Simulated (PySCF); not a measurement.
Species: C5H7Ge, net charge 0, doublet state. It need not be the lowest isomer of its formula. SMILES: C1C=C[C]([GeH2])=C1
Structure (B3LYP-D3(BJ)/def2-TZVP (Ansatz) minimum search):
```xyz
13

Ge     1.6023    -0.0926     0.2626
C     -0.2949     0.0336    -0.0559
C     -1.0788     1.1100     0.2018
C     -2.5077     0.7899    -0.1212
C     -2.4364    -0.6341    -0.5880
C     -1.1632    -1.0549    -0.5384
H      2.2873    -1.0081    -0.7787
H      2.2460     1.3126     0.2788
H     -0.7497     2.0677     0.5782
H     -3.1611     0.9077     0.7524
H     -2.9125     1.4582    -0.8911
H     -3.2925    -1.2054    -0.9151
H     -0.8060    -2.0360    -0.8184
```
Charge 0, spin multiplicity 2.

Dispersion corrections to the total energy (kcal/mol) from the dftd3 and dftd4 libraries through PySCF: D3(BJ) without and D4 with the three-body term, each with the damping fitted for the functional named.

| functional | D3(BJ) | D4 |
|---|---|---|
| BHLYP | -10.94 | -9.62 |
| TPSS | (withheld) | -10.72 |
| r2SCAN | -2.21 | -1.97 |
| HF | (withheld) | -28.48 |
| HSE06 | -5.38 | (withheld) |
| BP86 | -12.82 | -10.69 |
| PBE0 | -6.83 | -6.70 |

Task: Fill in the missing entries.

Result: 
- TPSS, D3(BJ): -9.90
- HF, D3(BJ): -60.39
- HSE06, D4: -6.24
